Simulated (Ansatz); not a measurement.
Reactions of C$_{4}$H$_{7}$Cl, SMILES `C=C(Cl)CC`.

Gas-phase electronic energies from Ansatz, PBE0-D4/def2-TZVP geometries. CCSD(T)/CBS adds triple-zeta CCSD(T) − MP2 to the extrapolated MP2 energy (def2 sets, frozen cores). This one scheme is used for every species. Each species was taken in one conformer, which may not be the lowest.

**Question.** Order these by ΔE at CCSD(T)/CBS, lowest first. (Best estimate.)
A. `C=C(Cl)CC` + `NC[SiH2]N` → `CN[SiH2]CN` + `C=C(C)Cl`
B. `C=C(Cl)CC` + ethylene → `C=CC(=C)CC` + HCl
C. `C=C(Cl)CC` + `N[SiH3]` → `CCN[SiH3]` + `C=CCl`
D. `C=C(Cl)CC` + `BN[SiH2]F` → `BN(C)[SiH2]F` + `C=C(C)Cl`
E. `C=C(Cl)CC` + `[SiH3]S` → `C=C(Cl)S[SiH3]` + ethane

**Answer.** B (-41.4 kJ/mol), E (+25.5 kJ/mol), D (+35.2 kJ/mol), A (+44.0 kJ/mol), C (+52.7 kJ/mol).

Largest T1 diagnostic: 0.012, for `BN(C)[SiH2]F`.
